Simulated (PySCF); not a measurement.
Problem. What does the PBE0-D3(BJ)/def2-SVP structure of InChI=1S/C7H8GeO/c8-9-7-3-1-2-5-4-6(5)7/h1-3H,4H2,8H3 look like in three dimensions?

Solution. 
```
atom  x, y, z in Å
Ge1    3.0203   -0.9067   -0.1744
O2     1.3425   -1.1558    0.4316
C3     0.2960   -0.3565    0.1746
C4     0.3777    0.8619   -0.5447
C5    -0.7394    1.6684   -0.7940
C6    -2.0311    1.3311   -0.3480
C7    -2.0542    0.1406    0.3484
C8    -0.9884   -0.6477    0.5965
C9    -2.3096   -1.1114    1.1182
H10    3.7546   -2.1353    0.3660
H11    3.5738    0.4063    0.4052
H12    2.9883   -0.8656   -1.7117
H13    1.3486    1.1962   -0.9233
H14   -0.5902    2.5935   -1.3578
H15   -2.8955    1.9666   -0.5498
H16   -2.5149   -1.0528    2.1977
H17   -2.8181   -1.9563    0.6298
```

Any rigid rotation of these coordinates is as good. Atoms count from 1 in this order. Ge1 (germanium bonded to O and 3 H) is distorted tetrahedral (angles from 102.5° to 112.6°). O2 (oxygen bonded to C and Ge) is bent (angle 125.4°). The 3-membered ring C7–C8–C9 has internal angles of 53.7° to 63.2°. The 6-membered ring C3–C4–C5–C6–C7–C8 has internal angles of 112.5° to 125.7°; it is planar, 0.00 Å rms from its mean plane, widest ring torsion 0°.

Bonds between heavy atoms (Å): Ge1–O2 1.801, O2–C3 1.342, C3–C4 1.417, C4–C5 1.400, C5–C6 1.408, C6–C7 1.379, C7–C8 1.349, C8–C9 1.494, C3–C8 1.383, C7–C9 1.492.

Theory: PBE0-D3(BJ)/def2-SVP geometry optimisation, gas phase (PySCF).

Point group: near Cs, missed by 0.16 Å at most; the miss may be what the optimiser left on a soft mode. No frequency check. The numbers are those of one conformer (Ge1–O2–C3–C4 -4°).

Hardware: one thread, Arm Neoverse V2 (aarch64), shared host with 96 logical CPUs at a one-minute load of 39. Cost: 4.0 min, 0.89 GiB resident at most. This is the geometry optimisation.
